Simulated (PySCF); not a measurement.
C3H6F2Si, SMILES C1([C@@H](F)[C@@H]1F)[SiH3].

The structure is a stationary point at B3LYP-D3(BJ)/def2-SVP. The structure was generated by enumeration; whether it is a known compound was not checked.

Two levels are set side by side: TDDFT-PBE/def2-SVPD (PySCF) and TDDFT-CAM-B3LYP/def2-SVPD (PySCF). Vertical, same geometry. The lowest singlet is HOMO→LUMO 98 % with PBE and HOMO→LUMO 40 %, HOMO→LUMO+1 35 %, HOMO→LUMO+2 12 % with the other functional; states are paired by order. Differences are taken from unrounded values.

| quantity | TDDFT-CAM-B3LYP | TDDFT-PBE | TDDFT-PBE minus TDDFT-CAM-B3LYP |
|---|---|---|---|
| lowest singlet excitation (eV) | 7.67 | 6.61 | -1.06 |
| lowest triplet excitation (TDA) (eV) | 7.28 | 6.31 | -0.97 |

Functionals without exact exchange tend to place singlet excitations lower, as here. Differences between two approximate levels are no errors against the true value.

Rough cost on one machine, each run with all the roots and properties that it gave: TDDFT-CAM-B3LYP against TDDFT-PBE about 9 times.
